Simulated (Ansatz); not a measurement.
Geometry optimisation, Ansatz, RKS PBE/def2-SVP.

Input:

```yaml
crystal:
  periodic: [false, false, false]
  atoms:
    - { symbol: C, position_ang: [-0.01258, 0.93913, 0.37612] }
    - { symbol: "N", position_ang: [0.42245, 0.02551, 1.08869] }
    - { symbol: Mg, position_ang: [1.03619, 0.52115, 2.87163] }
    - { symbol: Br, position_ang: [0.88739, 2.80287, 3.4801] }
    - { symbol: H, position_ang: [-0.40076, 0.83885, -0.65975] }
    - { symbol: H, position_ang: [-0.03291, 1.95949, 0.76995] }
basis:
  gaussian: { orbitals: def2-SVP }
hamiltonian:
  xc: pbe
relax:
  f_tol: 0.015
  max_steps: 40
```

Command:

```bash
$ ansatz run input.yaml --threads 1 --pin off --max-ram 2048MiB --backend cpu --events-out ev --progress --plain --runs-dir out
```

Task: Where does it end, and by what steps?

Result: The forces met the threshold. The force dipped under the threshold on the way, but the program's further checks kept it going. After 25 steps the energy has fallen by 0.907 eV; Br4 moved furthest, 1.93 Å.

| step | energy less start (eV) | largest force component (eV/Å) | accepted |
| --- | --- | --- | --- |
| 0 | 0.0000 | 3.294 | yes |
| 1 | -0.2663 | 1.120 | yes |
| 2 | -0.4128 | 0.374 | yes |
| 3 | -0.4905 | 0.195 | yes |
| 4 | -0.5555 | 0.241 | yes |
| 5 | -0.6204 | 0.412 | yes |
| 6 | -0.6617 | 0.650 | yes |
| 7 | -0.7432 | 0.830 | yes |
| 8 | -0.8241 | 0.521 | yes |
| 9 | -0.8709 | 0.436 | yes |
| 10 | -0.8775 | 0.359 | yes |
| 11 | -0.8968 | 0.362 | yes |
| 12 | -0.9054 | 0.080 | yes |
| 13 | -0.9057 | 0.098 | yes |
| 14 | -0.9063 | 0.024 | yes |
| 15 | -0.9065 | 0.022 | yes |
| 16 | -0.9063 | 0.072 | no |
| 17 | -0.9065 | 0.022 | yes |
| 18 | -0.9066 | 0.033 | yes |
| 19 | -0.9066 | 0.033 | yes |
| 20 | -0.9066 | 0.029 | yes |
| 21 | -0.9066 | 0.023 | yes |
| 22 | -0.9067 | 0.014 | yes |
| 23 | -0.9066 | 0.049 | no |
| 24 | -0.9067 | 0.012 | yes |
| 25 | -0.9067 | 0.009 | yes |

```xyz
6
Properties=species:S:1:pos:R:3
C -0.154 0.893 -0.012
N 0.260 1.132 1.154
Mg 0.871 1.520 2.888
Br 1.639 1.993 5.068
H -0.186 -0.141 -0.458
H -0.530 1.690 -0.714
```

Whether the end is a true minimum wasn't checked by a vibrational analysis.

The run took 89 s on 1 thread of Intel(R) Xeon(R) Processor @ 2.70GHz, on a shared host, peak memory 0.15 GiB.
